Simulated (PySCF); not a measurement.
AlFH2OS, SMILES [OH][Al]([F])[SH]. Atoms are numbered in the order given.

```xyz
6

Al    -0.0337    -0.4409     0.0000
F     -1.4757    -1.2622     0.0000
O      1.4479    -1.2500     0.0000
H      1.5835    -2.1986     0.0000
S     -0.0470     1.7206     0.0000
H      1.3053     1.7605     0.0000
```
Charge 0, spin multiplicity 1.

Geometry optimised at PBE0-D3(BJ)/def2-SVP. One conformer was computed; it need not be the lowest.

Method: ωB97X/def2-TZVPD run with PySCF.

Mulliken values depend strongly on the basis, most of all with diffuse functions as here. ESP charges are fitted to the potential on shells at 1.4 to 2.0 van der Waals radii. Atomic charges (e):

```json
[
 {"atom": "Al1", "Mulliken": "0.60", "meta-Löwdin": "1.22", "ESP fit": "0.98"},
 {"atom": "F2", "Mulliken": "-0.32", "meta-Löwdin": "-0.55", "ESP fit": "-0.40"},
 {"atom": "O3", "Mulliken": "-0.40", "meta-Löwdin": "-0.80", "ESP fit": "-0.83"},
 {"atom": "H4", "Mulliken": "0.29", "meta-Löwdin": "0.36", "ESP fit": "0.45"},
 {"atom": "S5", "Mulliken": "-0.38", "meta-Löwdin": "-0.34", "ESP fit": "-0.39"},
 {"atom": "H6", "Mulliken": "0.20", "meta-Löwdin": "0.12", "ESP fit": "0.19"}
]
```
